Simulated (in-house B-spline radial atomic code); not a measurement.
Sn²⁺. Computed with a B-spline radial atomic code. Model: non-relativistic spherical atom: semilocal Troullier-Martins pseudo-atom, one channel per l, against all electrons, high spin, G0W0 and RPA with empty states to l = 8, local potential for every l without a channel, a model core (radius 0 = none) keeps its share of the functional.

Without relativity these are model numbers for so heavy an element.

What the tables leave out is listed at the end.

The pseudopotential gives back the lowest level of each angular momentum of its own functional in the configuration it was made in; a second state of the same l is only approximately right. Exact exchange, RPA and GW see the smooth pseudo-orbitals and miss the exchange with the core, for which the functional's share stands in. The column with an uncorrelated core keeps all orbitals and exact exchange, and so separates missing core correlation from pseudisation. Only the three outermost levels and the lowest empty one were computed. RPA here is direct RPA, with no exchange kernel, and its energies carry an (l + 1/2)⁻⁴ tail. A hybrid on a potential with a model core restores only its own semilocal share of the core's exchange.

Command:
```bash
python run_psgw.py task.json out
```
Settings (lengths in bohr, energies in hartree):
```
Z                      50
electrons              48
configuration          [Kr] 4d10 5s2
generated_in           [Kr] 4d10 5s2 5p2
functional             lda,vwn
core_shells            8
radius_factor          1.3
core_correction        True
ion_configuration      [Kr] 4d10 5s1
```

Time taken, with all properties: 69 s on 1 thread of Arm Neoverse N1, on a shared host.

Given: made with LDA VWN5; model core radius 0.691 bohr; local radius 1.476 bohr; mean-field start LDA VWN5.

Valence shells of the generating configuration: 4d, 5s, 5p.

Channel: s 2.705, p 3.366, d 1.143 (radii in bohr).

Computed: largest level miss in the spin-unpolarised generating configuration 0 eV; all-electron RPA polarisability, core included 13.675 bohr³; pseudo-atom RPA polarisability 13.559 bohr³; ionisation by mean-field all-electron 29.937 eV; ionisation by mean-field pseudo minus all 0.055 eV; ionisation by RPA all-electron 29.804 eV; ionisation by RPA pseudo minus all 1.048 eV.

```tsv
level	occupied	mean-field all-electron (eV)	mean-field pseudo minus all (eV)	G0W0 all-electron (eV)	G0W0 uncorrelated core minus all (eV)	G0W0 pseudo minus all (eV)	exchange self-energy all-electron (eV)	exchange self-energy pseudo (eV)
5s	1	-25.473	-0.014	-29.791	0.041	-0.762	-15.188	-13.81
5p (empty)	0	-18.085	-0.034	-14.544	0.032	-0.431	-5.1861	-4.6662
```

Question: What is the valence RPA correlation energy pseudo?

Answer: -1.0672 hartree.

Question: What is the valence RPA correlation energy all-electron orbitals?

Answer: -0.72451 hartree.

Given: mean-field start PBE0.

Computed: valence RPA correlation energy all-electron orbitals -0.68228 hartree; all-electron RPA polarisability, core included 12.783 bohr³; ionisation by mean-field all-electron 29.154 eV; ionisation by mean-field pseudo minus all 0.267 eV; ionisation by RPA all-electron 29.626 eV; ionisation by RPA pseudo minus all 0.973 eV.

```json
{"level": "5s", "occupied": "1", "mean-field all-electron (eV)": "-25.926", "mean-field pseudo minus all (eV)": "-0.218", "G0W0 all-electron (eV)": "-29.642", "G0W0 uncorrelated core minus all (eV)": "0.045", "G0W0 pseudo minus all (eV)": "-0.739", "exchange self-energy all-electron (eV)": "-14.867", "exchange self-energy pseudo (eV)": "-13.754"}
{"level": "4d", "occupied": "1", "mean-field all-electron (eV)": "-47.318", "mean-field pseudo minus all (eV)": "1.96", "G0W0 all-electron (eV)": "-53.029", "G0W0 uncorrelated core minus all (eV)": "-0.452", "G0W0 pseudo minus all (eV)": "4.585", "exchange self-energy all-electron (eV)": "-46.223", "exchange self-energy pseudo (eV)": "-28.603"}
{"level": "5p (empty)", "occupied": "0", "mean-field all-electron (eV)": "-16.783", "mean-field pseudo minus all (eV)": "-0.299", "G0W0 all-electron (eV)": "-14.535", "G0W0 uncorrelated core minus all (eV)": "0.032", "G0W0 pseudo minus all (eV)": "-0.345", "exchange self-energy all-electron (eV)": "-4.8021", "exchange self-energy pseudo (eV)": "-4.5736"}
```

Question: What is the pseudo-atom RPA polarisability?

Answer: 12.58 bohr³.

Question: What is the valence RPA correlation energy pseudo?

Answer: -1.0298 hartree.

Among the listed levels the largest G0W0 shift of the pseudo-atom is +4.58 eV, for 4d on the PBE0 start, while leaving the core uncorrelated moves that level by -0.45 eV. So pseudisation and the lost core exchange, not the missing core correlation, make the error. Not in the tables (levels of low weight, unsolved or above zero; the highest and the empty levels are kept at any weight): on LDA the G0W0 levels 4d (pseudo minus all +3.47 eV, weights 0.80 and 0.60); no Hartree-Fock pseudo-atom is run with a model core.
